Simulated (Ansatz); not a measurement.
Species: C3HFNS, charge 0, multiplicity 2. It need not be the lowest isomer of its formula. 
Coordinates optimised at B3LYP-D3(BJ)/def2-TZVP (Ansatz, an electronic-structure program):
```
N
C 1 1.3048
C 1 1.3563 2 111.11
F 3 1.3241 1 119.03 2 180.00
C 3 1.3512 4 126.61 1 -180.00
H 2 1.0797 1 123.52 3 -180.00
S 5 1.7076 3 111.84 4 -180.00
```
Charge 0, spin multiplicity 2.

Property: atomisation energy (electronic, to ground-state atoms), in kcal/mol. Cores are frozen in the correlated levels unless marked. Open shells are spin-unrestricted. Spin-orbit coupling is left out. Non-relativistic. The coupled-cluster limit lacks core correlation, which all-electron functionals hold. CBS marks a two-point X^-3 extrapolation of the correlation energy; Hartree-Fock from the larger set. [CCSD(T)-MP2]/basis is that difference in the basis named.

| level | program | atomisation energy (kcal/mol) | minus last row |
|---|---|---|---|
| HF/6-31G | Ansatz | 356.3 | -359.5 |
| revPBE/def2-TZVPD | Ansatz | 732.1 | 16.3 |
| CAM-B3LYP-D4/def2-TZVPD | Ansatz + dftd4 | 722.3 | 6.5 |
| LC-wPBE-D4/def2-TZVPD | Ansatz + dftd4 | 732.6 | 16.8 |
| PBE-QIDH/def2-TZVPD | Ansatz | 721.8 | 6.0 |
| RPA@PBE/cc-pV(T+d)Z | Ansatz | 644.5 | -71.3 |
| MP2/CBS(cc-pV(T+d)Z,cc-pV(Q+d)Z) | Ansatz | 737.1 | 21.3 |
| RI-MP2/cc-pV(T+d)Z | Ansatz | 709.6 | -6.2 |
| RI-MP2/CBS(cc-pV(T+d)Z,cc-pV(Q+d)Z)+[CCSD(T)-MP2]/cc-pV(D+d)Z | Ansatz | 716.1 | 0.3 |
| CCSD(T)/CBS(cc-pV(T+d)Z,cc-pV(Q+d)Z) | Ansatz | 715.8 | 0.0 |

The UHF reference is spin-contaminated (<S^2> 0.39 over the pure value in the largest basis).
